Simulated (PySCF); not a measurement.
Compound: C3H9NSi.
InChI=1S/C3H9NSi/c1-3(2)4-5/h1-2,5H3

Computed, not measured: PBE0-D3(BJ)/def2-SVP geometry optimisation, gas phase in PySCF.

Masses are those of the commonest isotopes; rigid-rotor values at the optimised geometry. 

(1) What are A, B and C (MHz)?

(2) Classify the top.

(3) Is it planar, by Δ = Ic − Ia − Ib?

(4) Give the other two planar moments, Paa and Pbb, and the rms extents of the mass along the axes.

(5) Give the coordinates in the principal-axis frame, origin at the centre of mass.

(6) Predict some low-J microwave lines.

Results:

(1) Ia = 63.57, Ib = 228.15, Ic = 279.47 u·Å²; 505379 MHz·u·Å²/I gives A = 7950, B = 2215, C = 1808 MHz.

(2) An asymmetric top. Ray's parameter κ = (2B − A − C)/(A − C) = -0.868; −1 is the prolate and +1 the oblate limit.

(3) Not planar: Δ = Ic − Ia − Ib = -12.25 u·Å². For a rigid frame Δ = −2 Σ m c², so Σ m c² = 6.12 u·Å² lies off the ab plane, practically all of it from hydrogen. The atom farthest from that plane is 1.25 Å away.

(4) Paa = Σ m a² = (Ib + Ic − Ia)/2 = 222.03 and Pbb = Σ m b² = (Ia + Ic − Ib)/2 = 57.45 u·Å². With the mass M = 87.05 u, the rms extents √(P/M) along a, b and c are 1.60, 0.81, 0.27 Å.

(5) The sense of each axis is arbitrary; atoms in the order of the calculation.
```csv
atom,mass (u),a (Å),b (Å),c (Å)
C1,12.000,-1.150,-1.460,0.001
C2,12.000,-0.916,0.031,0.002
C3,12.000,-2.170,0.866,-0.001
N4,14.003,0.216,0.605,0.000
Si5,27.977,1.855,0.033,0.000
H6,1.008,-1.848,-1.742,0.805
H7,1.008,-1.627,-1.759,-0.947
H8,1.008,-0.218,-2.027,0.118
H9,1.008,-2.831,0.578,-0.835
H10,1.008,-2.741,0.698,0.928
H11,1.008,-1.912,1.929,-0.081
H12,1.008,2.501,0.520,-1.255
H13,1.008,2.061,-1.456,0.075
H14,1.008,2.548,0.646,1.171
```

(6) The dipole components are |μa| = 1.92 D, |μb| = 1.36 D, |μc| = 0.01 D. The squared components, which scale the intensities, stand as 1.00 : 0.50 : 0.00 (a : b : c). Some lines, for components of 0.1 D or more:

```csv
type,branch,"J(Ka,Kc)",MHz,lower level (cm⁻¹)
a,Q,"5(2,3) ← 5(2,4)",711,2.803
a,Q,"2(1,1) ← 2(1,2)",1220,0.580
a,R,"1(0,1) ← 0(0,0)",4023,0.000
a,R,"4(0,4) ← 3(0,3)",15888,0.802
a,R,"4(2,3) ← 3(2,2)",16077,1.598
a,R,"5(1,5) ← 4(1,4)",19016,1.471
b,R,"5(1,5) ← 4(0,4)",23177,1.332
b,Q,"4(3,1) ← 4(2,2)",29456,2.144
b,Q,"4(4,1) ← 4(3,2)",41533,3.127
b,R,"5(3,2) ← 4(2,3)",49962,2.134
b,R,"4(4,0) ← 3(3,1)",57666,2.588
b,R,"5(5,1) ← 4(4,0)",73566,4.512
```

No frequency check. No vibrational averaging or centrifugal distortion is included, and the geometry carries the error of its method. A rigid rotor knows nothing of internal rotation, which can split or shift real lines. Quadrupole hyperfine structure (14N) is left out.
